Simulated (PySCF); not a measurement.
Vertical excitations of a molecule C4H3N2, multiplicity 2 from TDA-PBE/def2-SVPD run with PySCF, as energy in eV (oscillator strength): 2.15 (0.003), 3.05 (0.001), 3.30 (0.000), 3.34 (0.000), 3.79 (0.003), 3.97 (0.008), 4.01 (0.000), 4.02 (0.047), 4.20 (0.000), 4.32 (0.000). Geometry optimised at PBE-D3(BJ)/def2-SVP. One conformer was computed; it need not be the lowest.

Question: Which molecule gave these data?
A) [c]1ccncn1
B) [c]1cnccn1
C) [c]1cncnc1
D) [c]1ncccn1

Answer: C, [c]1cncnc1
